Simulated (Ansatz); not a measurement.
Input file for Ansatz (an electronic-structure program): U-CCSD(T)/def2-TZVPP on BHI2 (SMILES IBI), a point of a bond scan (R = 4.861 Å). Elements past Kr take the def2 small-core potentials; no spin–orbit coupling. The run froze 19 orbitals, filled d shells among them.

Ansatz 0.2 input:
```yaml
crystal:
  periodic: [false, false, false]
  atoms:
    - {symbol: B, position_ang: [-0.70417345, -0.42698726, -0.46384859]}
    - {symbol: H, position_ang: [-1.58315679, -0.95997341, -1.04284684]}
    - {symbol: I, position_ang: [-0.01453602, 4.33425514, -1.16116385]}
    - {symbol: I, position_ang: [0.50063343, -1.58472360, 0.83046480]}
basis:
  gaussian:
    orbitals: def2-TZVPP
correlation: {method: ccsd_t, electrons: outside_noble_gas}
scf: {omitted_lower_state_checks: [cluster_reference]}
magnetization: {spin_polarized: true, initial_magnetization: 0}
```

The head of its log:

```
WARN ansatz: RAYON_NUM_THREADS=1 ignored (pool sized by the plan → 1); use --threads N
Functional definition: HF
these checks for a lower state are left out or cut short: cluster_reference
integrals: 0.52 GiB planned
1228 factors; integrals over basis functions are off by at most 1.3e-3 eV
mean field: 0.68 GiB planned
mean field evaluation 1: about -16825.5294 eV, gradient 1.6e1 eV
mean field evaluation 2: about -16825.5314 eV, gradient 1.6e1 eV
mean field evaluation 4: about -16827.6896 eV, gradient 5.8e0 eV
mean field evaluation 8: about -16828.5792 eV, gradient 6.8e-1 eV
mean field evaluation 16: about -16828.5882 eV, gradient 2.4e-3 eV
mean field evaluation 32: about -16828.9711 eV, gradient 2.5e0 eV
mean field evaluation 64: about -16831.4022 eV, gradient 7.6e-2 eV
mean field evaluation 96: about -16831.3867 eV, gradient 1.5e-2 eV
mean field evaluation 128: about -16831.4041 eV, gradient 1.3e-3 eV
mean field evaluation 160: about -16831.3852 eV, gradient 5.9e-2 eV
mean field evaluation 192: about -16831.4004 eV, gradient 1.1e-1 eV
mean field evaluation 224: about -16831.4041 eV, gradient 3.0e-2 eV
mean field evaluation 256: about -16826.9006 eV, gradient 1.9e0 eV
mean field evaluation 288: about -16831.3846 eV, gradient 9.7e-6 eV
mean field -16831.40413645 eV, -618.5426932792 hartree, gradient 8.4e-9 eV, S^2 1.014284; 17 other end points of the search recorded, 0 dependent functions left out
19 core orbitals not correlated
reference -16831.40413645 eV, -618.5426932792 hartree; 9, 9 occupied and 117, 117 virtual orbitals, 1228 factors
```

Question: Give the final energy of this run.

Answer: -618.9286 hartree (reference determinant -618.5427, T1 diagnostic 0.019). Its determinant has ⟨S²⟩ = 1.01, a mixture of spin states.
